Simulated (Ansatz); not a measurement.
C2H5N, SMILES `C=NC` (charge 0, multiplicity 1).

Z-matrix (Å, degrees):
```
N
C 1 1.2590
H 2 1.0882 1 119.49
H 2 1.0987 3 117.16 1 -180.00
C 1 1.4479 2 118.24 3 -180.00
H 5 1.0921 1 108.93 2 -121.90
H 5 1.0921 6 106.91 1 117.57
H 5 1.0989 6 109.13 7 117.91
```
Charge 0, spin multiplicity 1.

Frozen-core energies in 6-31g from Ansatz (a first-principles code) at a geometry from B3LYP-D3(BJ)/def2-TZVP; the HF reference has <S^2> = 0.00 (restricted, and unstable towards unrestricted orbitals) and the T1 diagnostic is 0.010.

| level | energy (Ha) |
|---|---|
| HF | -132.99520 |
| MP2 | -133.28780 |
| CCSD | -133.31876 |

**Question.** Estimate the energies of CCSD(T), CCSDT and CCSDT(Q), and give each level's difference from CCSDT(Q).

**Answer.** 
```tsv
level	energy (Ha)	difference from CCSDT(Q) (mHa)
MP2	-133.28780	40.83
CCSD	-133.31876	9.87
CCSD(T)	-133.32731	1.33
CCSDT	-133.32773	0.90
CCSDT(Q)	-133.32863	0.00
```
